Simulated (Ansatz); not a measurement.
One change: `F[Si](F)(Cl)O[SiH2]Cl` becomes `F[Si](F)([SiH3])Cl`.

Ansatz, PBE0-D4/def2-TZVP geometries, multiplicity 1. Each molecule was computed in one conformer, which needn't be the lowest.

| property | `F[Si](F)(Cl)O[SiH2]Cl` |
| --- | --- |
| HOMO–LUMO gap (PBE0/def2-TZVPP) / eV | 9.18 |
| HOMO energy (PBE0/def2-TZVPP) / eV | -9.27 |
| LUMO energy (PBE0/def2-TZVPP) / eV | -0.09 |
| HOMO energy (B3LYP/def2-TZVPP) / eV | -9.03 |
| HOMO–LUMO gap (ωB97M-V/def2-TZVPP) / eV | 13.17 |
| HOMO–LUMO gap (PBE/def2-TZVPP) / eV | 6.88 |

Question: Give the same properties after the change, and the shifts. (An estimate is asked.)

Answer: Ansatz gave: 
```tsv
property	`F[Si](F)([SiH3])Cl`	shift
HOMO–LUMO gap (PBE0/def2-TZVPP) / eV	8.59	-0.59
HOMO energy (PBE0/def2-TZVPP) / eV	-9.02	0.25
LUMO energy (PBE0/def2-TZVPP) / eV	-0.43	-0.34
HOMO energy (B3LYP/def2-TZVPP) / eV	-8.81	0.22
HOMO–LUMO gap (ωB97M-V/def2-TZVPP) / eV	12.50	-0.67
HOMO–LUMO gap (PBE/def2-TZVPP) / eV	6.47	-0.41
```

With PBE0 the HOMO rises by 0.25 eV and the LUMO falls by 0.34 eV, so the gap narrows by about 0.59 eV. PBE moves the HOMO by 0.12 eV and ωB97M-V by 0.44 eV. The zero-point energy changes by 0.4 kJ/mol with -3 modes.

B3LYP here is the variant with VWN-RPA as its local correlation; programs differ in this.
